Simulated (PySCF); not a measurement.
# Magnetisability and related constants of SMILES N#CCC1=C(F)[C@@H]1CC#N, C₇H₅FN₂

The calculation used GIAO HCTH407/ANO-RCC-VDZP magnetisability, non-relativistic, IEF-PCM acetone (PySCF). Geometry: GFN2-xTB.

Input:
```
{"job": {"kind": "mag", "xc": "HCTH407", "basis": "ANO-RCC-VDZP", "solvent": "acetone"}, "charge": 0, "multiplicity": 1}
N     -0.906830     2.532494     1.605608
C     -1.336801     1.692347     0.963343
C     -1.846405     0.596367     0.165139
C     -0.869507    -0.508982     0.216950
C     -0.329333    -1.546292     0.779552
F     -0.335674    -2.471685     1.716520
C      0.403202    -1.056216    -0.420296
C      1.716919    -0.293595    -0.276063
C      1.798482     0.713158    -1.305958
N      1.822636     1.496504    -2.137458
H     -2.812255     0.283033     0.573206
H     -1.974912     0.942945    -0.864701
H      0.326973    -1.600561    -1.359379
H      2.570050    -0.970896    -0.377384
H      1.769041     0.199369     0.699007
```
Coordinates are in Å.

Command: `OMP_NUM_THREADS=1 python excited_run.py task.json out`

(1) What does the run print?

Answers

(1) Atoms count from 0.
```
coarse grid: 13912 points
cycle   1  E = -478.9243040776  dE =  1.502e+00  |g| = 7.096e-01  |ddm| = 5.827e+00
cycle   2  E = -478.5569187857  dE =  3.674e-01  |g| = 1.467e+00  |ddm| = 2.079e+00
cycle   3  E = -479.0075800334  dE = -4.507e-01  |g| = 3.595e-01  |ddm| = 1.536e+00
cycle   4  E = -479.0367994539  dE = -2.922e-02  |g| = 9.762e-02  |ddm| = 3.747e-01
cycle   5  E = -479.0386263168  dE = -1.827e-03  |g| = 3.579e-02  |ddm| = 1.194e-01
cycle   6  E = -479.0388862328  dE = -2.599e-04  |g| = 1.640e-02  |ddm| = 5.161e-02
cycle   7  E = -479.0389442198  dE = -5.799e-05  |g| = 4.737e-03  |ddm| = 1.936e-02
cycle   8  E = -479.0389482952  dE = -4.075e-06  |g| = 2.156e-03  |ddm| = 5.285e-03
final grid: 138904 points
cycle   9  E = -479.0234042375  dE = -6.787e-05  |g| = 1.255e-02  |ddm| = 6.260e-02
cycle  10  E = -479.0232757697  dE =  1.285e-04  |g| = 2.812e-02  |ddm| = 3.159e-02
cycle  11  E = -479.0234307551  dE = -1.550e-04  |g| = 4.486e-03  |ddm| = 2.412e-02
cycle  12  E = -479.0234350517  dE = -4.297e-06  |g| = 8.185e-04  |ddm| = 3.997e-03
cycle  13  E = -479.0234351916  dE = -1.399e-07  |g| = 2.457e-04  |ddm| = 9.550e-04
cycle  14  E = -479.0234352038  dE = -1.222e-08  |g| = 1.138e-04  |ddm| = 3.632e-04
cycle  15  E = -479.0234352070  dE = -3.155e-09  |g| = 2.195e-05  |ddm| = 1.331e-04
cycle  16  E = -479.0234352071  dE = -5.514e-11  |g| = 1.554e-05  |ddm| = 2.980e-05
converged SCF energy = -479.0234352071

Magnetisability tensor (1e-30 J/T^2)
    -1196.87      -64.65      -77.40
      -64.65    -1305.94      -41.15
      -77.40      -41.15    -1208.10
isotropic -1236.97   principal values   -1369.19  -1219.35  -1122.38
isotropic susceptibility -74.492 1e-6 cm^3/mol

Inertial axes            a          b          c
rot. const./GHz      1.3671     1.1301     0.7162
chi total           -72.512    -72.108    -78.857
chi diamagnetic    -935.684  -1076.911  -1639.532
chi paramagnetic    863.172   1004.803   1560.675
quadrupole/D A      -18.168      3.900     14.268
```

It took 58 s wall time on 1 thread of an Arm Neoverse V1, shared host, peak memory 0.74 GiB.
